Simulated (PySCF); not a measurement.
# N²⁺: ionisation energy

N²⁺ [He] 2s2 2p1 (2P) → N³⁺ [He] 2s2 (1S), as a difference of total energies. Calculation: PySCF 2.14, in ANO-RCC-VTZP (4s3p2d1f, 30 functions); scalar relativity by spin-free X2C-1e. Correlated levels: valence: 1s2 frozen. The calculations carry no spin-orbit coupling.

```csv
method,ionisation energy (eV),plus first-order spin-orbit estimate,difference from reference of that sum (eV)
UHF,47.310,47.324,-0.121
MP2 (valence),47.495,47.509,+0.064
SCS-MP2 (valence),47.445,47.460,+0.015
CCSD (valence),47.249,47.263,-0.182
CCSD(T) (valence),47.277,47.292,-0.153
CCSDT (valence),47.284,47.299,-0.146
FCI (valence),47.284,47.299,-0.146
```

Reference: 47.445 eV (semi-empirical (NIST evaluation); NIST Atomic Spectra Database, ionization energies).

A first-order spin-orbit estimate (lowest level to lowest level, LS coupling) adds 0.014 eV.

Errors of the correlated levels include the incompleteness of this basis and the frozen core.

The coupled-cluster amplitudes are large for N³⁺ (T1 above 0.03 or a double amplitude above 0.15), so a single reference is strained.
